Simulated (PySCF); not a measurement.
Atoms are numbered as in `[CH3:1][C:2]1=[CH:3][SiH2:4][CH:5]=[CH:6]1`. Each H is labelled by its parent atom.

Geometry: PBE0-D3(BJ)/def2-SVP; GIAO shifts from PySCF 2.14.0 with density-fitted response routines, gas phase, non-relativistic, averaged over equivalent atoms.

At PBE0/def2-SVP (128 basis functions, 11 s wall time on 1 thread of an Arm Neoverse V2, shared host):
| atoms | δ (ppm) |
| --- | --- |
| C2 | 159.1 |
| C6 | 151.9 |
| C5 | 129.2 |
| C3 | 119.9 |
| C1 | 22.9 |
| Si4 | -34.1 |
| H(C6) | 6.88 |
| H(C5) | 6.28 |
| H(C3) | 5.70 |
| H(Si4) | 4.64 |
| H(C1) | 1.96 |

Shifts are taken against calculated references (same method and geometry level): 13C (σref 193.72) and 29Si (σref 407.17) and 1H (σref 31.34) against TMS.

**Question.** Predict the values at LC-wPBE/pcSseg-1 on the same geometry.

**Answer.** 
| atoms | δ at LC-wPBE/pcSseg-1 | change |
| --- | --- | --- |
| C2 | 172.3 | +13.2 |
| C6 | 165.6 | +13.7 |
| C5 | 141.3 | +12.1 |
| C3 | 130.3 | +10.4 |
| C1 | 23.7 | +0.8 |
| Si4 | -34.6 | -0.5 |
| H(C6) | 7.00 | +0.12 |
| H(C5) | 6.55 | +0.27 |
| H(C3) | 5.94 | +0.24 |
| H(Si4) | 4.52 | -0.12 |
| H(C1) | 2.04 | +0.08 |

Referencing at the same level of theory: TMS for 13C (188.56 ppm) and 29Si (358.50 ppm) and 1H (31.33 ppm).

The largest change is at C6 (alkene CH). Cost: 149 basis functions, 22 s wall time on 1 thread of an Arm Neoverse V2, shared host. The order of the carbon signals is the same at both levels.
